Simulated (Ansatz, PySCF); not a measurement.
Gas-phase reaction in SMILES: FB(F)B(F)F -> F atom + F[B]B(F)F (the B-F bond at the site shown breaks; other sites are not compared here)
Structures are relaxed separately at B3LYP-D3(BJ)/def2-TZVP in Ansatz (a program for electronic structure), one conformer each, not searched for the lowest. Frequencies are from Ansatz or PySCF.

Quantity: bond dissociation energy (enthalpy at 298 K, with B3LYP-D3(BJ) rigid-rotor harmonic-oscillator terms), in eV. Cores are frozen in the correlated levels unless marked. UHF or UKS for open shells. No spin-orbit coupling. Non-relativistic. Basis-set limits of correlation are two-point, X^-3; Hartree-Fock from the larger set. The bracket is a focal-point correction in the basis named.

```tsv
level	program	bond dissociation energy (eV)
PBE0/def2-TZVP	Ansatz	…
BHLYP/def2-TZVPD	Ansatz	…
r2SCAN0/def2-TZVPD	Ansatz	6.87
wB97M-V/def2-TZVPD	Ansatz	7.22
B2GP-PLYP-D3(BJ)/def2-TZVPD	Ansatz + dftd3	…
PBE-QIDH/def2-TZVPD	Ansatz	7.13
SCS-MP2/cc-pVDZ	Ansatz	7.02
RI-MP2/CBS(cc-pVTZ,cc-pVQZ)+[CCSD(T)-MP2]/cc-pVTZ	Ansatz	…
```

**Question.** Fill in the missing entries.

**Answer.** 
- PBE0/def2-TZVP, bond dissociation energy (eV): 7.01
- BHLYP/def2-TZVPD, bond dissociation energy (eV): 6.81
- B2GP-PLYP-D3(BJ)/def2-TZVPD, bond dissociation energy (eV): 7.18
- RI-MP2/CBS(cc-pVTZ,cc-pVQZ)+[CCSD(T)-MP2]/cc-pVTZ, bond dissociation energy (eV): 7.34
